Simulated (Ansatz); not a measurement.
Ansatz (a quantum-chemistry and plane-wave program) input (MP2/6-31G*):

Ansatz 0.2 input:
```yaml
crystal:
  periodic: [false, false, false]
  atoms:
    - {symbol: N, position_ang: [-1.02406400, -0.83840800, -0.60892500]}
    - {symbol: B, position_ang: [-0.16217800, 0.01414300, 0.04982300]}
    - {symbol: N, position_ang: [1.36489400, -0.04061500, -0.34125100]}
    - {symbol: O, position_ang: [-0.34522000, 0.93521500, 1.00708300]}
    - {symbol: H, position_ang: [-0.75640500, -1.49667600, -1.32321400]}
    - {symbol: H, position_ang: [-2.01398600, -0.86340300, -0.41563000]}
    - {symbol: H, position_ang: [1.52783700, 0.18837900, -1.32450300]}
    - {symbol: H, position_ang: [1.87757000, 0.64096500, 0.22426100]}
    - {symbol: H, position_ang: [1.78184500, -0.95891800, -0.17200700]}
    - {symbol: H, position_ang: [-1.23002400, 1.09037400, 1.35655000]}
basis:
  gaussian:
    orbitals: 6-31G*
total_charge: 1
magnetization: {spin_polarized: false}
correlation: {method: mp2, electrons: outside_noble_gas}
relax: {f_tol: 0.003, max_steps: 120}
```

Output:

```
Functional definition: HF
these checks for a lower state are left out or cut short: cluster_reference
integrals: 0.03 GiB planned
828 factors; integrals over basis functions are off by at most 4.0e-4 eV
mean field: 0.14 GiB planned
mean field evaluation 1: about -5758.1648 eV, gradient 5.8e1 eV
mean field evaluation 2: about -5758.1639 eV, gradient 5.8e1 eV
mean field evaluation 4: about -5764.5550 eV, gradient 3.3e0 eV
mean field evaluation 8: about -5764.5885 eV, gradient 2.0e-4 eV
mean field -5764.58852849 eV, -211.8447210437 hartree, gradient 2.1e-6 eV, S^2 0.000000; 0 other end points of the search recorded, 0 dependent functions left out
4 core orbitals not correlated
reference -5764.58852849 eV, -211.8447210437 hartree; 12, 12 occupied and 56, 56 virtual orbitals, 828 factors
densities: 0.12 GiB planned
second order -15.77156804 eV of doubles, -0.00000000 eV of singles
the calculation of the forces begins
relax step   1: F+E_penalty+E_count = -5780.36009654 eV  Δ(F+E_penalty+E_count) = +0.000e0 eV  max|allowed force component| = 5.271e-1 eV/Å  Δτ_max = 0.0000 Å  (40 SCF iters, accepted)
these checks for a lower state are left out or cut short: starts, cluster_reference, orbital_swaps, neighbouring_geometries, increment
integrals: 0.03 GiB planned
828 factors; integrals over basis functions are off by at most 4.1e-4 eV
mean field: 0.14 GiB planned
mean field evaluation 16: about -5764.5685 eV, gradient 1.1e-3 eV
mean field -5764.56811026 eV, -211.8439706873 hartree, gradient 8.9e-7 eV, S^2 0.000000; 0 other end points of the search recorded, 0 dependent functions left out
4 core orbitals not correlated
reference -5764.56811026 eV, -211.8439706873 hartree; 12, 12 occupied and 56, 56 virtual orbitals, 828 factors
densities: 0.12 GiB planned
second order -15.79916893 eV of doubles, -0.00000000 eV of singles
the calculation of the forces begins
relax step   2: F+E_penalty+E_count = -5780.36727919 eV  Δ(F+E_penalty+E_count) = -7.183e-3 eV  max|allowed force component| = 2.158e-1 eV/Å  Δτ_max = 0.0089 Å  (38 SCF iters, accepted)
these checks for a lower state are left out or cut short: starts, cluster_reference, orbital_swaps, neighbouring_geometries, increment
integrals: 0.03 GiB planned
828 factors; integrals over basis functions are off by at most 4.1e-4 eV
mean field: 0.14 GiB planned
mean field evaluation 32: about -5764.5556 eV, gradient 8.9e-7 eV
mean field -5764.55556979 eV, -211.8435098336 hartree, gradient 8.9e-7 eV, S^2 0.000000; 0 other end points of the search recorded, 0 dependent functions left out
4 core orbitals not correlated
reference -5764.55556979 eV, -211.8435098336 hartree; 12, 12 occupied and 56, 56 virtual orbitals, 828 factors
densities: 0.12 GiB planned
second order -15.81335012 eV of doubles, -0.00000000 eV of singles
the calculation of the forces begins
relax step   3: F+E_penalty+E_count = -5780.36891991 eV  Δ(F+E_penalty+E_count) = -1.641e-3 eV  max|allowed force component| = 5.266e-2 eV/Å  Δτ_max = 0.0073 Å  (40 SCF iters, accepted)
these checks for a lower state are left out or cut short: starts, cluster_reference, orbital_swaps, neighbouring_geometries, increment
integrals: 0.03 GiB planned
828 factors; integrals over basis functions are off by at most 4.1e-4 eV
mean field: 0.14 GiB planned
mean field -5764.55438350 eV, -211.8434662384 hartree, gradient 8.9e-7 eV, S^2 0.000000; 0 other end points of the search recorded, 0 dependent functions left out
4 core orbitals not correlated
reference -5764.55438350 eV, -211.8434662384 hartree; 12, 12 occupied and 56, 56 virtual orbitals, 828 factors
densities: 0.12 GiB planned
second order -15.81483881 eV of doubles, -0.00000000 eV of singles
the calculation of the forces begins
relax step   4: F+E_penalty+E_count = -5780.36922231 eV  Δ(F+E_penalty+E_count) = -3.024e-4 eV  max|allowed force component| = 1.846e-2 eV/Å  Δτ_max = 0.0063 Å  (39 SCF iters, accepted)
these checks for a lower state are left out or cut short: starts, cluster_reference, orbital_swaps, neighbouring_geometries, increment
integrals: 0.03 GiB planned
828 factors; integrals over basis functions are off by at most 4.1e-4 eV
mean field: 0.14 GiB planned
mean field -5764.55532595 eV, -211.8435008726 hartree, gradient 8.9e-7 eV, S^2 0.000000; 0 other end points of the search recorded, 0 dependent functions left out
4 core orbitals not correlated
reference -5764.55532595 eV, -211.8435008726 hartree; 12, 12 occupied and 56, 56 virtual orbitals, 828 factors
densities: 0.12 GiB planned
second order -15.81390393 eV of doubles, -0.00000000 eV of singles
the calculation of the forces begins
relax step   5: F+E_penalty+E_count = -5780.36922988 eV  Δ(F+E_penalty+E_count) = -7.565e-6 eV  max|allowed force component| = 5.877e-2 eV/Å  Δτ_max = 0.0085 Å  (39 SCF iters, accepted)
these checks for a lower state are left out or cut short: starts, cluster_reference, orbital_swaps, neighbouring_geometries, increment
integrals: 0.03 GiB planned
828 factors; integrals over basis functions are off by at most 4.1e-4 eV
mean field: 0.14 GiB planned
mean field -5764.55558947 eV, -211.8435105571 hartree, gradient 8.9e-7 eV, S^2 0.000000; 0 other end points of the search recorded, 0 dependent functions left out
4 core orbitals not correlated
reference -5764.55558947 eV, -211.8435105571 hartree; 12, 12 occupied and 56, 56 virtual orbitals, 828 factors
densities: 0.12 GiB planned
second order -15.81370794 eV of doubles, -0.00000000 eV of singles
the calculation of the forces begins
mean field evaluation 64: about -5764.5556 eV, gradient 8.9e-7 eV
relax step   6: F+E_penalty+E_count = -5780.36929742 eV  Δ(F+E_penalty+E_count) = -6.754e-5 eV  max|allowed force component| = 3.411e-3 eV/Å  Δτ_max = 0.0024 Å  (39 SCF iters, accepted)
these checks for a lower state are left out or cut short: starts, cluster_reference, orbital_swaps, neighbouring_geometries, increment
integrals: 0.03 GiB planned
828 factors; integrals over basis functions are off by at most 4.1e-4 eV
mean field: 0.14 GiB planned
mean field -5764.55566204 eV, -211.8435132238 hartree, gradient 5.6e-6 eV, S^2 0.000000; 0 other end points of the search recorded, 0 dependent functions left out
4 core orbitals not correlated
reference -5764.55566204 eV, -211.8435132238 hartree; 12, 12 occupied and 56, 56 virtual orbitals, 828 factors
densities: 0.12 GiB planned
second order -15.81363826 eV of doubles, -0.00000000 eV of singles
the calculation of the forces begins
relax step   7: F+E_penalty+E_count = -5780.36930030 eV  Δ(F+E_penalty+E_count) = -2.881e-6 eV  max|allowed force component| = 2.601e-3 eV/Å  Δτ_max = 0.0005 Å  (24 SCF iters, accepted)
these checks for a lower state are left out or cut short: cluster_reference
integrals: 0.03 GiB planned
828 factors; integrals over basis functions are off by at most 4.1e-4 eV
mean field: 0.14 GiB planned
mean field -5764.55566204 eV, -211.8435132238 hartree, gradient 5.6e-6 eV, S^2 0.000000; 1 other end points of the search recorded, 0 dependent functions left out
4 core orbitals not correlated
reference -5764.55566204 eV, -211.8435132238 hartree; 12, 12 occupied and 56, 56 virtual orbitals, 828 factors
densities: 0.12 GiB planned
second order -15.81363826 eV of doubles, -0.00000000 eV of singles
the calculation of the forces begins
Total energy: -5780.36930030 eV, -212.4246537109 hartree
Atom 0 at    -1.027188    -0.841207    -0.611023 Å, force    -0.000427     0.000667     0.000758 eV/Å
Atom 1 at    -0.163889     0.015555     0.051606 Å, force    -0.002601    -0.001297    -0.000718 eV/Å
Atom 2 at     1.363638    -0.040568    -0.340928 Å, force     0.001414     0.000173    -0.000139 eV/Å
Atom 3 at    -0.332006     0.945914     1.014821 Å, force    -0.000770     0.000544     0.000711 eV/Å
Atom 4 at    -0.759198    -1.502710    -1.328605 Å, force    -0.000112     0.000329     0.000352 eV/Å
Atom 5 at    -2.021343    -0.864310    -0.414911 Å, force     0.000082    -0.000411    -0.000427 eV/Å
Atom 6 at     1.530783     0.190492    -1.327601 Å, force     0.000321     0.000097    -0.000449 eV/Å
Atom 7 at     1.877754     0.644498     0.227737 Å, force     0.000956     0.000432     0.000219 eV/Å
Atom 8 at     1.785774    -0.961248    -0.170640 Å, force     0.000424    -0.000367     0.000016 eV/Å
Atom 9 at    -1.234057     1.084640     1.351731 Å, force     0.000713    -0.000168    -0.000324 eV/Å
Dipole moment:     0.438481    -0.293625    -0.388941 e Å
Checks for a lower state left out: cluster_reference
```

The dipole moment of an ion depends on the origin.

The geometry given is a B3LYP-D3(BJ)/def2-TZVP minimum.
